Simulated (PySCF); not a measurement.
Input of a response calculation (the driver script's job line, then coordinates in Å):

```
{"job": {"kind": "uv", "xc": "CAM-B3LYP", "basis": "def2-SVPD", "ip": true}, "charge": 0, "multiplicity": 1}
C     -2.038408    -1.028750     1.002224
C     -1.292643     0.065891     0.233290
C     -2.187087     0.663708    -0.854603
C     -0.822502     1.152136     1.200591
Si     0.206688    -0.769523    -0.597667
P      1.751338    -1.438750     0.953470
Si     3.062010    -0.164334    -0.411989
P      1.497756     0.628341    -1.872298
H     -1.397309    -1.498486     1.766259
H     -2.912375    -0.599838     1.523435
H     -2.407226    -1.822193     0.332813
H     -1.665190     1.444781    -1.430765
H     -2.535847    -0.102331    -1.565915
H     -3.081690     1.128031    -0.403340
H     -0.292497     1.966646     0.681882
H     -0.149959     0.747060     1.974218
H     -1.688408     1.602001     1.716947
H     -0.256614    -1.923335    -1.431226
H      2.065794    -2.665470     0.292265
H      4.091552    -0.988082    -1.113984
H      3.746469     0.939428     0.327204
H      1.212147     1.756866    -1.039784
```

Its output, with some lines taken out ([cut]) and without the SCF cycles:

```
converged SCF energy = -1421.9984277266

[cut]

Singlet excitations
state   eV       nm        f      main configurations
  1   5.0419    245.9   0.00020   H->L 0.86
  2   5.1506    240.7   0.00026   H->L+1 0.78
[cut]
[cut]
  5   5.9661    207.8   0.00397   H-1->L+1 0.76, H-1->L 0.14
  6   6.2873    197.2   0.00061   H-1->L 0.65, H-1->L+1 0.15
  7   6.3952    193.9   0.00855   H-1->L+2 0.62
  8   6.4720    191.6   0.00757   H-1->L+3 0.80
  9   6.7713    183.1   0.07613   H-3->L 0.22, H->L+5 0.22, H-2->L 0.15
[cut]

Triplet excitations (Tamm-Dancoff, eV): 4.5255 4.7137 5.0992 5.3377
Vertical ionisation energy (delta-SCF) = 8.4238 eV
```

Computed, not measured: TDDFT CAM-B3LYP/def2-SVPD, vertical, gas phase, core orbitals frozen in the response (PySCF 2.14.0, density-fitted response routines). Isolated species at its PBE0-D3(BJ)/def2-SVP geometry, gas phase.

Question: What stood in the cut lines?

Answer: 
```
Static polarisability (au): isotropic 154.546, principal 129.253 156.687 177.697
  3   5.4745    226.5   0.00757   H->L+2 0.87
  4   5.7189    216.8   0.00014   H->L+3 0.87
 10   6.8865    180.0   0.03844   H-3->L+1 0.21, H-2->L 0.20, H-4->L+1 0.14
```

Question: Give the mean polarisability in Å³.

Answer: 154.55 au × 0.148185 = 22.90 Å³.

Question: What is the polarisability anisotropy, √(½[(α1 − α2)² + (α2 − α3)² + (α3 − α1)²])?

Answer: 42.08 au.

Question: How much of the mean polarisability do the listed states account for?

Answer: The sum over states Σ f/ΔE² (ΔE in hartree) gives 2.42 au, 2% of the total; the rest comes from higher roots of the same response equations.

Question: Which species is it?

Answer: `CC(C)(C)[SiH]1P[SiH2]P1` (C4H14P2Si2), point group C1.

H and L stand for HOMO and LUMO.
